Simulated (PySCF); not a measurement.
# Molecular orbitals of MgBe

M06-L at R = 3.200 Å; Mg pcseg-1, Be pcseg-1; no relativity (PySCF 2.14). State: ¹Σ⁺ (singlet), closed shell. Only the outer orbitals are listed, counted within each symmetry.

```json
{"orbital": "1π", "occ.": "2", "ε (eV)": "-48.34", "on Mg (%)": "100", "main shells (%)": "100 Mg p"}
{"orbital": "1π", "occ.": "2", "ε (eV)": "-48.34", "on Mg (%)": "100", "main shells (%)": "100 Mg p"}
{"orbital": "4σ", "occ.": "2", "ε (eV)": "-48.32", "on Mg (%)": "100", "main shells (%)": "100 Mg p"}
{"orbital": "5σ", "occ.": "2", "ε (eV)": "-6.21", "on Mg (%)": "26", "main shells (%)": "71 Be s, 24 Mg s"}
{"orbital": "6σ", "occ.": "2", "ε (eV)": "-4.41", "on Mg (%)": "68", "main shells (%)": "67 Mg s, 26 Be s"}
{"orbital": "7σ", "occ.": "0", "ε (eV)": "-1.92", "on Mg (%)": "29", "main shells (%)": "71 Be p, 20 Mg p, 9 Mg s"}
{"orbital": "2π", "occ.": "0", "ε (eV)": "-1.73", "on Mg (%)": "8", "main shells (%)": "92 Be p, 8 Mg p"}
{"orbital": "2π", "occ.": "0", "ε (eV)": "-1.73", "on Mg (%)": "8", "main shells (%)": "92 Be p, 8 Mg p"}
```

Question: Which are the highest filled and the lowest empty level, where do they sit, and how wide is the gap?

Answer: Highest filled 6σ at -4.41 eV (in %: 67 Mg s, 26 Be s); lowest empty 7σ at -1.92 eV (in %: 71 Be p, 20 Mg p, 9 Mg s); the gap at M06-L is 2.49 eV.

```
bond order (Mayer)                               : 0.39
⟨S²⟩                                             : 0.000
charge on Mg (Mulliken, basis-dependent)         : 0.13
charge on Mg (Löwdin, basis-dependent)           : 0.15
dipole moment (positive dipole means Mg(−)Be(+)) : -1.02 D
```

Closed-shell solutions of metal pairs were not tested for spin polarisation, which can lower them a little.
